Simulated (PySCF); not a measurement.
**Electron correlation in Br²⁺ (bromine, charge +2)**

[Ar] 3d10 4s1 4p3 5s1, high-spin 6S determinant (an excited configuration). All numbers are calculated (PySCF 2.14, the spin-free X2C one-electron Hamiltonian (Gaussian nucleus), in aug-cc-pVQZ-DK (8s7p5d3f2g, 93 functions)). Frozen: [Ar] 3d10; 5 electrons correlated.

```tsv
level	correlation energy (mhartree)
CCSD	-41.48
(T)	-0.72
CCSD(T)	-42.20
```

Diagnostics: T1 = 0.0068, D1 = 0.0213, largest double amplitude 0.032.

The outer electron is Rydberg-like, and this basis confines it to a smaller radius and binds it less than a complete one would.

Cost of the coupled-cluster step: about 10 core-seconds, for 5 correlated electrons.
